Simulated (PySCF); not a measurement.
PBE0-D3(BJ)/def2-TZVP geometry optimisation, gas phase with PySCF 2.14 and geomeTRIC: VI3, charge 0, multiplicity 3. Start (model start, shaken):

```
4

V     0.0000    0.0045   -0.0041
I     2.5066   -0.0068   -0.0149
I    -1.2591    2.2025   -0.0074
I    -1.2693   -2.1750    0.0053
```

```csv
step,E − E(start) / kcal mol⁻¹,largest force / Eh bohr⁻¹
0,0.00,0.00706
1,-0.25,0.00116
2,-0.28,0.00053
3,-0.28,0.00012
```

The optimisation met its thresholds. End point:

```
4

V    -0.0309   -0.0377   -0.0054
I     2.4788    0.0716   -0.0143
I    -1.1872    2.1946   -0.0069
I    -1.2825   -2.2034    0.0055
```

Metal–donor distances, start → end: I2 2.507 → 2.512 Å, I3 2.533 → 2.514 Å, I4 2.522 → 2.501 Å.

No frequencies were computed, so the end point may be a saddle point. 1 SCF steps did not converge.

The job took 6.8 min on one thread of Arm Neoverse V1 (shared host), with 195 basis functions and a peak of 0.85 GiB, launched as `OMP_NUM_THREADS=1 python lf_run.py task.json out`.
